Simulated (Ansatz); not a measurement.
Cost and result up the ladder for (CdS)2 ring (Cd₂S₂) (4 atoms). The state is a singlet with charge 0. Geometry: r2SCAN-D4/def2-SVP.

```xyz
4

Cd   -1.211    0.600   -0.309
S    -0.059   -1.022   -1.752
Cd    1.211   -0.600    0.309
S     0.059    1.022    1.752
```

Ansatz on 4 threads of Arm Neoverse N1 on a shared host. Times are rough, and most runs start from the orbitals of an earlier one. ωB97X-V/def2-TZVP serves as the yardstick here, not as an exact answer. Binding counts from free atoms at the same level (Cd singlet, S triplet; other spins of the atoms weren't run), without zero-point energy or a counterpoise term.

In the def2 sets Cd takes a core potential; there is no spin–orbit coupling. B3LYP takes the VWN-RPA correlation. Correlated methods freeze 10 core orbitals; core or outer-core shells of Cd are correlated, in sets that lack core-valence functions.

Correlated methods converge slowly with the basis.

```
                          level  functions  wall time
          LDA (SPW92)/def2-TZVP        154      1.4 s
                   HF/def2-TZVP        154        2 s
               PBE-D4/def2-TZVP        154      2.3 s
              PBE-D4/def2-TZVPD        172      3.3 s
             B3LYP-D4/def2-TZVP        154      3.9 s
             PBE0-D4/def2-TZVPD        172      4.6 s
PBE0-D4/def2-TZVP (with forces)        154      5.5 s
              RPA@PBE/def2-TZVP        154        6 s
            r2SCAN-D4/def2-TZVP        154        7 s
           r2SCAN0-D4/def2-TZVP        154      7.5 s
           r2SCAN-D4/def2-TZVPD        172        9 s
              ωB97X-V/def2-TZVP        154       10 s
               B97M-V/def2-TZVP        154       11 s
              CCSD(T)/def2-TZVP        154       20 s
```

(1) Estimate what each level gives for the binding energy per atom (eV).

Answers

(1) 
```csv
level,binding energy per atom (eV),difference from ωB97X-V/def2-TZVP (eV)
LDA (SPW92)/def2-TZVP,1.88,0.41
HF/def2-TZVP,0.62,-0.85
PBE-D4/def2-TZVP,1.49,0.02
PBE-D4/def2-TZVPD,1.49,0.02
B3LYP-D4/def2-TZVP,1.27,-0.20
PBE0-D4/def2-TZVPD,1.45,-0.02
PBE0-D4/def2-TZVP (with forces),1.45,-0.02
RPA@PBE/def2-TZVP,1.20,-0.27
r2SCAN-D4/def2-TZVP,1.50,0.04
r2SCAN0-D4/def2-TZVP,1.42,-0.04
r2SCAN-D4/def2-TZVPD,1.51,0.04
ωB97X-V/def2-TZVP,1.47,0.00
B97M-V/def2-TZVP,1.44,-0.03
CCSD(T)/def2-TZVP,1.31,-0.16
```
